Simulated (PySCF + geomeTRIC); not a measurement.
Level of theory: B3LYP-D3(BJ)/def2-TZVP (PySCF + geomeTRIC). fastk is a local helper that only speeds up exchange builds. No frequencies were computed at this level.

```python
import json, numpy as np
from pyscf import gto, dft
from fastk import lowrank_exchange
atoms = """
S     -0.961111    -0.340304     0.606628
Se     0.928690     0.667711     0.288795
H     -1.588174     0.091466    -0.493710
H      1.620594    -0.418874    -0.401714
"""
def scf(charge, spin, dm0=None):
    mol = gto.M(atom=atoms, basis='def2-tzvp', ecp={}, charge=charge, spin=spin, verbose=3, max_memory=5040)
    mf = dft.KS(mol, xc='b3lyp').density_fit(auxbasis="def2-universal-jkfit")
    mf.disp = 'd3bj'
    mf.grids.level = 3
    mf.conv_tol = 1e-8
    mf.max_cycle = 60
    mf.kernel(dm0)
    if not mf.converged:
        mf = mf.newton().run(mf.mo_coeff, mf.mo_occ).undo_soscf()
    return mf
mf = scf(0, 0)
from pyscf.geomopt.geometric_solver import kernel as optimize
path = []
done, mol = optimize(mf, maxsteps=80, assert_convergence=False, callback=lambda env: path.append((env["energy"], bool(env["g_scanner"].converged))))
res = dict(converged=bool(done and path[-1][1]), energy=path[-1][0], path=[e for e, c in path], xyz=mol.atom_coords(unit="Angstrom").tolist(), nao=mol.nao)
json.dump(res, open("result.json", "w"))
```

Output:

```
converged SCF energy = -2801.02341857865
Geometry optimization cycle 1
converged SCF energy = -2801.02341857784
cycle 1: E = -2801.02341858  dE = -2801.02  norm(grad) = 0.0243825
Geometry optimization cycle 2
converged SCF energy = -2801.0243173547
cycle 2: E = -2801.02431735  dE = -0.000898777  norm(grad) = 0.00553543
Geometry optimization cycle 3
converged SCF energy = -2801.02437877821
cycle 3: E = -2801.02437878  dE = -6.14235e-05  norm(grad) = 0.00133853
Geometry optimization cycle 4
converged SCF energy = -2801.02438280355
cycle 4: E = -2801.0243828  dE = -4.02534e-06  norm(grad) = 7.9302e-05
Geometry optimization cycle 5
converged SCF energy = -2801.02438287602
cycle 5: E = -2801.02438288  dE = -7.24708e-08  norm(grad) = 4.06503e-05
<class 'geometric.internal.Distance'> : 3
<class 'geometric.internal.Angle'> : 2
<class 'geometric.internal.Dihedral'> : 1
<class 'geometric.internal.TranslationX'> : 1
<class 'geometric.internal.TranslationY'> : 1
<class 'geometric.internal.TranslationZ'> : 1
<class 'geometric.internal.RotationA'> : 1
<class 'geometric.internal.RotationB'> : 1
<class 'geometric.internal.RotationC'> : 1
Step    0 : Gradient = 1.219e-02/1.711e-02 (rms/max) Energy = -2801.0234185778
Step    1 : Displace = 2.805e-02/3.546e-02 (rms/max) Trust = 1.000e-01 (=) Grad = 2.768e-03/3.763e-03 (rms/max) E (change) = -2801.0243173547 (-8.988e-04) Quality = 1.065
Step    2 : Displace = 8.716e-03/1.125e-02 (rms/max) Trust = 1.414e-01 (+) Grad = 6.693e-04/9.038e-04 (rms/max) E (change) = -2801.0243787782 (-6.142e-05) Quality = 1.166
Step    3 : Displace = 2.764e-03/3.167e-03 (rms/max) Trust = 2.000e-01 (+) Grad = 3.965e-05/5.761e-05 (rms/max) E (change) = -2801.0243828035 (-4.025e-06) Quality = 1.078
Step    4 : Displace = 3.548e-04/3.948e-04 (rms/max) Trust = 2.828e-01 (+) Grad = 2.033e-05/3.005e-05 (rms/max) E (change) = -2801.0243828760 (-7.247e-08) Quality = 0.997
Converged! =D
```

Cost: around 40 core-seconds (rough).
